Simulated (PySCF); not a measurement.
trans-PtCl2(PF3)2 (singlet state).
Bonds: Pt1–Cl2, Pt1–P3, Pt1–Cl7, Pt1–P8, P3–F4, P3–F5, P3–F6, P8–F9, P8–F10, P8–F11.

Computed by this run: PySCF 2.14.0, PBE0-D3(BJ)/def2-SVP geometry optimisation, gas phase, def2 core potentials past Kr; density fitting, grid level 1; the optimiser is geomeTRIC in internal coordinates, started from a GFN2-xTB structure with every atom displaced at random (about 0.03 Å).

Step 1: E = -63122.2152 eV
```
atom  x, y, z in Å  |  force x, y, z in eV/Å
Pt1     0.0709   -0.0632    0.0468   -0.956   1.077  -0.562
Cl2     2.1142    0.4035    0.9026    0.860   0.023   0.365
P3     -0.0230    2.2320   -0.1295    2.919   2.373  -0.980
F4      1.2132    2.9272   -0.9851   -1.978  -1.510   0.933
F5      0.2146    3.0832    1.1606   -0.122  -0.419   0.566
F6     -1.1821    3.1067   -0.6955   -0.591  -0.461  -0.413
Cl7    -2.0529   -0.4853   -0.8036   -0.342   0.092  -0.166
P8     -0.0028   -2.2127    0.0893   -1.313  -3.497   1.823
F9     -1.1446   -2.9287    0.9987    0.955   1.365  -0.891
F10     1.1497   -3.1203    0.6589    0.514   0.610  -0.091
F11    -0.2591   -3.0278   -1.2123    0.055   0.347  -0.584
```

Step 2: E = -63122.6211 eV
```
atom  x, y, z in Å  |  force x, y, z in eV/Å
Pt1    -0.0072   -0.0252   -0.0030   -0.382   0.303  -0.115
Cl2     2.1101    0.3389    0.9019    0.001  -0.123   0.002
P3      0.0188    2.2480   -0.1257   -1.160  -1.503   1.172
F4      1.1729    2.7706   -0.9708    1.173   1.048  -0.995
F5      0.2691    2.9606    1.2540   -0.313   0.239  -0.513
F6     -1.2117    3.0177   -0.7296    0.381   0.162   0.326
Cl7    -2.1632   -0.3788   -0.8946    0.325   0.152   0.107
P8     -0.0046   -2.2474    0.1254    0.706   0.860  -0.662
F9     -1.1279   -2.8170    1.0145   -0.421  -0.747   0.496
F10     1.2830   -2.9535    0.6903   -0.506  -0.184  -0.227
F11    -0.2413   -2.9993   -1.2315    0.195  -0.206   0.408
```

Question: Estimate the geometry and energy of step 3. (The exact step hangs on the optimiser's Hessian estimate; all steps are aligned on step 2, rigid shifts and turns removed.)

Answer: E = -63122.7697 eV, largest force 0.392 eV/Å
```
atom  x, y, z in Å  |  force x, y, z in eV/Å
Pt1     0.0117   -0.0238    0.0085   -0.240   0.293  -0.103
Cl2     2.1291    0.2898    0.9157    0.045  -0.057   0.025
P3      0.0192    2.2449   -0.1277    0.351  -0.068  -0.021
F4      1.1699    2.8585   -1.0040   -0.231  -0.037   0.150
F5      0.2220    3.0179    1.2193   -0.042  -0.007  -0.113
F6     -1.2097    3.0204   -0.7077   -0.014  -0.044   0.024
Cl7    -2.1298   -0.3276   -0.8847    0.093   0.084   0.015
P8     -0.0099   -2.2470    0.1257    0.021  -0.250   0.098
F9     -1.1240   -2.8841    1.0227    0.079   0.008  -0.031
F10     1.2491   -3.0040    0.6723   -0.070   0.061  -0.031
F11    -0.2296   -3.0304   -1.2092    0.009   0.017  -0.013
```

The energy changes by -0.1487 eV. The first-order estimate −F·Δx gives -0.2930 eV and the mean of the old and new forces, exact on a quadratic surface, -0.1482 eV. The step makes an angle of 63° with the force vector and moves no atom by more than 0.094 Å.

The cost below is that of the whole optimisation. On an Arm Neoverse V2 with one thread, no GPU, shared host with 32 logical CPUs at a one-minute load of 15, this took 5.1 min and 1.1 GiB of memory at its peak.
